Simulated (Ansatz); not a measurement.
Reaction (ligand exchange at a Ge–N bond): `C[N]([GeH3])BF` + `CBS` → `CB[S][GeH3]` + `CNBF`

Program: Ansatz. Geometries: PBE0-D4/def2-TZVP. ΔE: electronic, gas phase. CCSD(T)/CBS is the MP2 limit (def2-TZVPP, def2-QZVPP) plus CCSD(T) − MP2 in def2-TZVPP, frozen cores. This one scheme is used for every species. Functionals use def2-TZVPP. B3LYP here is the variant with VWN-RPA as its local correlation; programs differ in this. For Ge outer-core shells are correlated without core-valence functions, which leaves a few kJ/mol of doubt a bond. Scalar relativity is left out up to krypton. One conformer a species, not always the lowest.

```
             level  ΔE (kJ/mol)  difference from CCSD(T)/CBS
            PBE-D4        -47.7                         -8.6
         r2SCAN-D4        -45.0                         -5.9
           PBE0-D4        -48.3                         -9.2
          B3LYP-D4        -43.1                         -4.0
           ωB97X-V        -40.2                         -1.1
           ωB97M-V        -41.3                         -2.2
            B2PLYP        -41.9                         -2.8
            r2SCAN        -45.5                         -6.4
              PBE0        -49.8                        -10.7
             B3LYP        -46.1                         -7.0
     HF/def2-TZVPP        -44.5                         -5.4
    MP2/def2-TZVPP        -37.2                          1.9
SCS-MP2/def2-TZVPP        -35.8                          3.3
CCSD(T)/def2-TZVPP        -35.6                          3.5
     HF/def2-QZVPP        -44.1                         -5.0
    CCSD/CBS(def2)        -39.6                         -0.5
       CCSD(T)/CBS        -39.1                            0
```

Largest T1 diagnostic among the species: 0.013.

In def2-TZVPP, CCSD(T) changes the Hartree–Fock value by +8.9 kJ/mol (the triples alone add +0.5 kJ/mol) and MP2 by +7.3 kJ/mol.
